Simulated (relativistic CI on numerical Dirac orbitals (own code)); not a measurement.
What each ingredient does to the levels of Tl LXXV

Base calculation: Dirac-Coulomb-Breit CI, orbitals from a KLI potential per configuration, a model potential for QED, unscaled Slater integrals.

Configuration list (outside the closed core 1s2): 2s2 2p3, 2s 2p4, 2p5, 2p4 3s, 2s2 2p2 3s, 2p4 3p, 2s2 2p2 3p, 2p4 3d, 2s2 2p2 3d, 2s 2p3 3s, 2s 2p3 3p, 2s 2p3 3d, 2s2 2p2 4s, 2s2 2p2 4p, 2s2 2p2 4d, 2s2 2p2 4f, 2s2 2p 3s2, 2s2 2p 3s 3p, 2s 2p3 4s, 2s2 2p2 5s, 2s2 2p 3s 3d, 2s2 2p 3p2, 2s 2p3 4p, 2s2 2p2 5p, 2s2 2p2 5d, 2s2 2p2 5f, 2s2 2p2 5g, 2s 2p3 4d, 2s 2p3 4f, 2s2 2p 3p 3d, 2s 2p2 3s2, 2s2 2p 3d2, 2s 2p2 3s 3p, 2s 2p2 3s 3d, 2s 2p2 3p2, 2s 2p2 3p 3d. Levels of other configurations are missing.

Variants: (1) QED terms removed. Shifts of the energy above 2s2 2p3 2P°_3/2, in eV, for the lowest level and the first level of each name with at least 55 % of one term (blank where a level changes its place among those of its configuration and J or its character, or is not in the variant):

```
             Level     Base   Δ(1)
   2s2 2p3 2P°_3/2      0.0    0.0
   2s2 2p3 4S°_3/2   2126.7   -1.5
   2s2 2p3 2D°_5/2   2149.8   -1.5
   2s2 2p3 2P°_1/2   2211.7   -1.5
     2s 2p4 4P_5/2   2529.6  +23.5
     2s 2p4 2S_1/2   2651.4  +23.5
     2s 2p4 4P_3/2   4688.9  +22.0
     2s 2p4 2D_5/2   4732.2  +22.0
     2s 2p4 2P_1/2   4810.2  +22.1
     2s 2p4 2D_3/2   4817.1  +22.1
       2p5 2P°_3/2   5262.2  +46.8
       2p5 2P°_1/2   7423.6  +45.6
 2s2 2p2 3s 4P_3/2  12695.2   -4.8
 2s2 2p2 3s 2P_1/2  12707.0   -4.9
 2s2 2p2 3s 2D_5/2  12714.9   -4.9
 2s2 2p2 3s 2D_3/2  12723.1   -4.9
2s2 2p2 3p 2F°_7/2  13465.4   +1.8
2s2 2p2 3p 2D°_5/2  13498.8   +1.9
 2s2 2p2 3d 4D_1/2  13572.4   +3.3
 2s2 2p2 3d 2G_7/2  13582.5   +3.3
 2s2 2p2 3d 2G_9/2  13735.5   +3.0
 2s2 2p2 3d 2F_7/2  13764.4   +3.1
```

At this charge energies of transitions that change n are usually good to better than 1 %, and those within a shell (Δn = 0) to a few per cent.

Ionisation energy from the two ground configurations alone: base 20209.9 eV; QED terms removed 20214.6 eV. The NIST ASD value (theoretical) is 20210 eV.

LS names give the leading component of a level, which can be under half, so a name can repeat, a term be missing and a line seem to break the LS rules.
